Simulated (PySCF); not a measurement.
A calculated (MN15, PySCF 2.14, Sapporo-DKH3-DZP-2012, the spin-free X2C one-electron Hamiltonian (Gaussian nucleus)) atom or ion has these occupied shells.

```
shell  electrons  orbital energy (eV)  rms radius, mean of both spins (bohr)
 1s α          1             -12504.5                                 0.0508
 1s β          1             -12504.4                                 0.0508
 2s α          1              -1603.2                                  0.214
 2s β          1              -1602.8                                  0.214
 2p α          3              -1428.0                                  0.189
 2p β          3              -1427.9                                  0.189
 3s β          1              -220.73                                  0.626
 3s α          1              -220.72                                  0.626
 3p α          3              -165.87                                  0.642
 3p β          3              -165.76                                  0.642
 3d α          5              -68.260                                  0.701
 3d β          5              -68.108                                  0.701
 4s α          1              -30.609                                   1.89
 4s β          1              -26.688                                   1.89
 4p α          3              -18.499                                   2.24
```

Name the element and its charge.

Se⁺ (selenium, charge +1), in [Ar] 3d10 4s2 4p3, high-spin 4S determinant.
